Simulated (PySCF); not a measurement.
Cartesian coordinates (Å):
SMILES: C/C=N\C
```xyz
11

C     -1.3718    -0.4202    -0.1002
C     -0.5780     0.8295    -0.3253
N      0.6695     1.0219    -0.3218
C      1.6050    -0.0422    -0.0755
H     -2.0034    -0.6117    -0.9728
H     -2.0484    -0.2730     0.7470
H     -0.7674    -1.3046     0.0901
H     -1.1883     1.7166    -0.5231
H      1.1769    -1.0355     0.1013
H      2.2169     0.2283     0.7899
H      2.2874    -0.1074    -0.9277
```
Charge 0, spin multiplicity 1.

Task: Give the total energy, dipole moment, HOMO, LUMO and HOMO–LUMO gap at the level PBE0-D3(BJ)/def2-TZVP run with PySCF.

Result: 
```
Item                  Value
-------------  ------------
total energy   -173.1138 Ha
dipole moment        1.96 D
HOMO               -6.91 eV
LUMO                0.24 eV
HOMO–LUMO gap       7.15 eV
```
